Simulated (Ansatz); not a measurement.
Consider the formal hydrolysis of the Si–Cl bond: `O[Si](Cl)(Br)Br` + H₂O → `O[Si](O)(Br)Br` + HCl.

Isolated molecules relaxed with PBE0-D4/def2-TZVP in Ansatz; ΔE leaves out vibrations. CBS: MP2 limit from def2 TZ/QZ plus the TZ coupled-cluster correction, frozen cores. This one scheme is used for every species. Functionals use def2-TZVPP. For Br outer-core shells are correlated without core-valence functions, which leaves a few kJ/mol of doubt a bond. Scalar relativity is left out up to krypton. One conformer a species, not always the lowest.

`O[Si](Cl)(Br)Br`:

```xyz
6

O     0.992   -0.650    0.678
Si   -0.272    0.005   -0.092
Cl   -1.078    1.530    0.985
Br    0.331    0.810   -2.050
Br   -1.743   -1.590   -0.338
H     1.770   -0.104    0.816
```

H₂O:

Z-matrix (Å, degrees):
```
O
H 1 0.960
H 1 0.960 2 105.1
```

`O[Si](O)(Br)Br`:

```xyz
7

O    -1.194    0.679    0.396
Si    0.253    0.035    0.043
O     0.335   -0.238   -1.548
Br    1.906    1.393    0.525
Br    0.505   -1.831    1.208
H    -1.450    0.739    1.319
H    -0.355   -0.777   -1.943
```

HCl:

Cartesian coordinates in Å:
```
Cl 0.187 0.299 -0.534
H -0.187 -0.299 0.534
```

| level | ΔE (kJ/mol) |
| --- | --- |
| r2SCANh-D4 | -17.3 |
| CCSD(T)/def2-SVP | -18.1 |

Q: What does CCSD(T)/CBS give? (Estimate.)

A: Computed: -14.1 kJ/mol. The listed levels differ from it by -3.2, -4.0 kJ/mol.

Largest T1 diagnostic among the species: 0.009.

The D4 term adds +4.2 kJ/mol with B3LYP and +2.2 kJ/mol with PBE0; it sums over pairs of atoms, weighted by their polarisabilities, and B3LYP, whose exchange is more repulsive, gets the larger term. In def2-TZVPP, CCSD(T) changes the Hartree–Fock value by +9.0 kJ/mol (the triples alone add +2.1 kJ/mol) and MP2 by +15.1 kJ/mol. At CCSD(T), def2-SVP lies −4.0 kJ/mol from the extrapolated value and def2-TZVPP −6.7 kJ/mol.

B3LYP here is the variant with VWN-RPA as its local correlation; programs differ in this.
